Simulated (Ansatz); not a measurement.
Si₅Mo₂⁺ (the lowest doublet isomer of a short search). Total charge 1; doublet. Geometry r2SCAN-D4/def2-SVP, basis def2-TZVP, Ansatz.

```xyz
7

Mo   -1.327   -1.192    0.105
Mo    0.394   -1.854    1.256
Si    1.158   -0.901   -0.827
Si   -0.699    0.760   -1.312
Si   -1.716    1.032    1.007
Si    1.558    1.474   -1.172
Si    0.632    0.681    0.944
```

```json
{"run": "A", "HOMO (eV)": "-8.75", "LUMO (eV)": "-8.27"}
{"run": "B", "HOMO (eV)": "-9.00", "LUMO (eV)": "-8.22"}
{"run": "C", "HOMO (eV)": "-9.27", "LUMO (eV)": "-7.93"}
{"run": "D", "HOMO (eV)": "-9.64", "LUMO (eV)": "-7.56"}
```

In the def2 sets Mo takes a core potential; there is no spin–orbit coupling. HSE06 is defined as in plane-wave codes, on full-range PBE exchange. No other spin state of charge 1 was run. The structure comes from a short search, and lower isomers may exist.

HOMO and LUMO are taken over both spins.

Problem. The runs used HSE06, PBE, PBE0, r2SCAN. Estimate which is which.

Solution. A PBE (0 % exact exchange); B r2SCAN (0 % exact exchange); C HSE06 (range-separated); D PBE0 (25 % exact exchange). Exact exchange lowers occupied and raises empty levels; among semilocal functionals meta-GGAs tend to open the gap a little, and such runs are hard to tell apart. The gap grows from 0.48 eV (PBE) to 2.07 eV (PBE0). At r2SCAN-D4/def2-TZVP, HSE06-D4/def2-TZVP, PBE0-D4/def2-TZVP the charge 1 doublet is spin-contaminated (final ⟨S²⟩ up to 0.95, 0.75 for a pure state).
